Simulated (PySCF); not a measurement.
# Energy of Pd²⁺ (palladium, charge +2) between two integer charges

The 4d beta orbital of [Kr] 4d8 is emptied in steps (occupation f), with all orbitals relaxed, ending at [Kr] 4d7. Computed with PySCF 2.14 in aug-cc-pVDZ-PP with ECP28MDF (5s5p4d2f, 54 functions), with scalar relativity through the core potential. The exact energy is a straight line in f; departures are measured from the line between the end points of the same method.

```tsv
f	BLYP (eV)
1	0.000
0.9	-0.604
0.7	-1.415
0.5	-1.692
0.3	-1.427
0.1	-0.614
0	0.000
```

| method | E(f=0) − E(f=1) (eV) | −ε at f=1 (eV) | −ε at f=0.5 (eV) |
| --- | --- | --- | --- |
| BLYP | 33.263 | 26.573 | 33.228 |

Orbital energy along the path (eV):

| f | BLYP |
| --- | --- |
| 1 | -26.573 |
| 0.9 | -27.883 |
| 0.7 | -30.536 |
| 0.5 | -33.228 |
| 0.3 | -35.953 |
| 0.1 | -38.706 |
| 0 | -40.091 |

Reference removal energy between the ground levels: 32.93 eV (semi-empirical (NIST evaluation); NIST Atomic Spectra Database, ionization energies). The calculation has no spin-orbit coupling. The determinant left behind need not be the lowest term of the ion.
